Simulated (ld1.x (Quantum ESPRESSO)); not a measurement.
**titanium: one change to an RRKJ potential, before and after**

ld1.x (Quantum ESPRESSO) 7.5 input, shortened:

```
&input
   title='Ti', zed=22., rel=1, dft='PZ', iswitch=3,
   config='[Ar] 3d2 4s2 4p0'
 /
 &inputp
   pseudotype=2, tm=.false., lloc=0,
   nlcc=.true., new_core_ps=.true., rcore=0.75
 /
3
4P  2  1   0.00   0.00  2.90  2.90  0.0
3D  3  2   2.00   0.00  1.50  1.50  0.0
4S  1  0   2.00   0.00  2.30  2.30  0.0
 &test
   configts(1)='3d2 4s2 4p0'
 /
```

All-electron outer shells of the reference configuration (LDA (PZ), scalar-relativistic, ld1.x):

```tsv
shell	level (eV)	outermost node (bohr)	outermost maximum (bohr)
3s	-62.26	0.40	0.87
3p	-38.78	0.37	0.90
4s	-4.60	1.25	2.88
3d	-4.46	–	0.97
4p	-1.54	1.39	3.80
```

Change: core correction Bessel-smoothed model core inside 1.78 bohr.

Cutoffs: the cutoffs (Ry, on a coarse ladder) from which the occupation-weighted sum of valence levels, in a spherical-Bessel basis at the reference potential, stays within 10 and 1 mRy of its value at 400 Ry; they do not see the model core or the augmentation charge, which bear on the density cutoff. Errors are all-electron minus pseudo energies relative to the spin-unpolarised reference configuration.

**Question.** How do hardness, ghosts and transferability respond?

**Answer.** The potential gets neither clearly harder nor softer (70 Ry and 80 Ry → 70 Ry and 80 Ry); of the 9 tests that both files solve, the error grows in 2 and shrinks in 0 by more than 15 % and 0.3 meV (median size 38.0 → 58.0 meV); neither file shows a bound ghost. A wider model core is smoother and lowers the density cutoff, which this test does not measure.

| quantity | base | changed |
| --- | --- | --- |
| cutoff, loose | 70 Ry | 70 Ry |
| cutoff, tight | 80 Ry | 80 Ry |
| bound ghosts | none | none |
| error for 3d2 4s1 4p0, meV [ΔE 7.54 eV] | -4.3 | -4.2 |
| error for 3d2 4s0 4p0, meV [ΔE 21.34 eV] | -41 | -41 |
| error for 3d1 4s0 4p0, meV [ΔE 48.53 eV] | -619 | -602 |
| error for 3d3 4s0 4p0, meV [ΔE 7.56 eV] | -317 | -308 |
| error for 3d2 4s0 4p2, meV [ΔE 6.43 eV] | -12 | -12 |
| error for 3d2 4s0 4p1, meV [ΔE 11.38 eV] | -15 | -14 |
| error for 3d2.5 4s1.5 4p0, meV [ΔE 0.32 eV] | -59 | -58 |
| error for 3d2 4s2 4p0 (spin-polarised), meV [ΔE -0.67 eV] | +38 | +112 |
| error for 3d2 4s1 4p0 (spin-polarised), meV [ΔE 6.29 eV] | +37 | +119 |
| s: phases at 3.17 bohr within 0.05 rad from the reference energy up to (Ry; the scan ends near 5) | 1.5 | 1.5 |
| p: phases at 3.17 bohr within 0.05 rad from the reference energy up to (Ry; the scan ends near 5) | 3.7 | 3.7 |
| d: phases at 3.17 bohr within 0.05 rad from the reference energy up to (Ry; the scan ends near 5) | 0.4 | 0.4 |
